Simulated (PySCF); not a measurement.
**Working out the ionisation energy of Yb⁺**

Yb⁺ [Xe] 4f14 6s1 (2S) → Yb²⁺ [Xe] 4f14 (1S). Calculation: PySCF 2.14, in cc-pVDZ-X2C; the spin-free X2C one-electron Hamiltonian (Gaussian nucleus). Frozen: [Kr] 4d10. Energies in hartree (1 hartree = 27.21139 eV):

| part | Yb⁺ (lower) | Yb²⁺ (upper) |
| --- | --- | --- |
| UHF | -14054.261006 | -14053.846953 |
| CCSD correlation | -0.896393 | -0.873543 |
| (T) | -0.031449 | -0.028204 |

Q: What does Hartree-Fock give?

A: (-14053.846953) − (-14054.261006) = 0.414053 hartree = 11.267 eV.

Q: What do CCSD and CCSD(T) give?

A: The CCSD correlation energies differ by 0.022850 hartree = 0.622 eV and the triples by 0.003245 hartree = 0.088 eV, so CCSD gives 11.889 eV and CCSD(T) 11.977 eV.

Measured between the centres of the two terms (NIST): 12.179 eV, so CCSD(T) (valence) is off by -0.202 eV.

A double-zeta basis recovers only part of the correlation energy.

What remains against the reference includes basis incompleteness, the frozen core and higher excitations.
